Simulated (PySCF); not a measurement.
Vertical excitations of a molecule C4H9N from TDA-PBE/def2-SVPD in PySCF 2.14.0, as energy in eV (oscillator strength): 4.79 (0.001), 5.40 (0.004), 6.12 (0.034), 6.57 (0.017), 6.70 (0.002), 7.06 (0.009), 7.17 (0.052), 7.30 (0.002), 7.41 (0.118), 7.53 (0.233). Lowest triplet (TDA): 3.99 eV. Geometry: PBE-D3(BJ)/def2-SVP. Other conformers were not sampled.

Task: Pick the molecule that these values belong to.
A. CNC1CC1
B. CC1CNC1
C. C1CCNC1
D. CN=C(C)C

Result: D, CN=C(C)C
